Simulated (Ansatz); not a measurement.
Geometry optimisation, RKS r2SCAN-D4/STO-3G (Ansatz).

input.yaml

```yaml
crystal:
  periodic: [false, false, false]
  atoms:
    - { symbol: F, position_ang: [0.0202, -2.6947, -1.0265] }
    - { symbol: Si, position_ang: [-0.1407, -1.3764, 0.0571] }
    - { symbol: S, position_ang: [-0.193, -2.0396, 2.0832] }
    - { symbol: B, position_ang: [-1.5085, -0.1784, -0.3194] }
    - { symbol: C, position_ang: [-0.9502, 1.2284, -0.6442] }
    - { symbol: C, position_ang: [0.4784, 1.2901, -0.0636] }
    - { symbol: C, position_ang: [1.1919, -0.0821, -0.235] }
    - { symbol: H, position_ang: [1.1487, -2.6153, 1.9622] }
    - { symbol: H, position_ang: [-2.5542, -0.2353, 0.3892] }
    - { symbol: H, position_ang: [-0.9295, 1.385, -1.7036] }
    - { symbol: H, position_ang: [-1.5766, 2.0366, -0.142] }
    - { symbol: H, position_ang: [0.4527, 1.5243, 1.0401] }
    - { symbol: H, position_ang: [1.0193, 2.0968, -0.5815] }
    - { symbol: H, position_ang: [1.9836, -0.1902, 0.49] }
    - { symbol: H, position_ang: [1.5361, -0.1998, -1.2766] }
basis:
  gaussian: { orbitals: STO-3G }
hamiltonian:
  xc: r2scan
  dispersion: d4
relax:
  f_tol: 0.02
  max_steps: 40
scf:
  lower_state_search: "off"
```

Launched with:

```bash
$ ansatz run input.yaml --threads 1 --pin off --max-ram 2048MiB --backend cpu --events-out ev --progress --plain --runs-dir out
```

Task: Where does it end, and by what steps?

Result: The forces met the threshold. Limits of this set-up: minimal basis. After 12 steps the energy has fallen by 1.143 eV; H9 moved furthest, 0.69 Å.

| step | energy less start (eV) | largest force component (eV/Å) | accepted |
| --- | --- | --- | --- |
| 0 | 0.0000 | 4.126 | yes |
| 1 | -0.9113 | 1.350 | yes |
| 2 | -1.0566 | 0.360 | yes |
| 3 | -1.0893 | 0.709 | yes |
| 4 | -1.1246 | 0.259 | yes |
| 5 | -1.1369 | 0.282 | yes |
| 6 | -1.1376 | 0.191 | yes |
| 7 | -1.1419 | 0.045 | yes |
| 8 | -1.1423 | 0.065 | yes |
| 9 | -1.1428 | 0.033 | yes |
| 10 | -1.1430 | 0.049 | yes |
| 11 | -1.1431 | 0.036 | yes |
| 12 | -1.1431 | 0.016 | yes |

```xyz
15
Properties=species:S:1:pos:R:3
F -0.053 -2.730 -0.952
Si -0.169 -1.423 0.045
S -0.099 -2.045 2.093
B -1.649 -0.158 -0.215
C -0.965 1.235 -0.449
C 0.535 1.222 0.021
C 1.193 -0.152 -0.325
H 1.257 -2.131 2.118
H -2.812 -0.306 -0.242
H -0.978 1.364 -1.553
H -1.507 2.106 -0.046
H 0.556 1.363 1.115
H 1.092 2.062 -0.427
H 2.124 -0.284 0.242
H 1.453 -0.173 -1.394
```

Whether the end is a true minimum wasn't checked by a vibrational analysis.

Run time: 72 s on 1 thread of Arm Neoverse V2, with other jobs on the host, peak memory 0.18 GiB.
